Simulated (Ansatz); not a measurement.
The cluster Pb3Se2. Total charge 0; singlet. Geometry r2SCAN-D4/def2-SVP; atoms count from 1.

Cartesian coordinates in Å:
```
Pb 0.780 1.384 0.956
Pb 0.309 0.532 -2.022
Pb -0.743 -1.301 1.490
Se 1.457 -1.231 -0.206
Se -1.803 0.616 -0.219
```

In the def2 sets Pb takes a core potential; there is no spin–orbit coupling. The restricted singlet is unstable towards broken spin symmetry in Hartree–Fock (as tested in another run); at PBE0-D4/def2-TZVP this wasn't settled. The structure comes from a short search, and lower isomers may exist.

Q: Estimate the Mulliken populations from the PBE0/def2-TZVP orbitals of Ansatz.

A: 
| atom | charge (e) |
| --- | --- |
| Pb1 | 0.17 |
| Pb2 | 0.42 |
| Pb3 | 0.42 |
| Se4 | -0.50 |
| Se5 | -0.50 |
Mulliken values and Mayer orders depend strongly on the basis.

Q: And the Mayer bond orders between bonded heavy atoms (over 0.3)?

A: Pb1–Pb2 0.57 (3.13 Å); Pb1–Pb3 0.57 (3.13 Å); Pb1–Se4 0.63 (2.94 Å); Pb1–Se5 0.63 (2.94 Å); Pb2–Se4 0.79 (2.78 Å); Pb2–Se5 0.79 (2.78 Å); Pb3–Se4 0.79 (2.78 Å); Pb3–Se5 0.79 (2.78 Å).
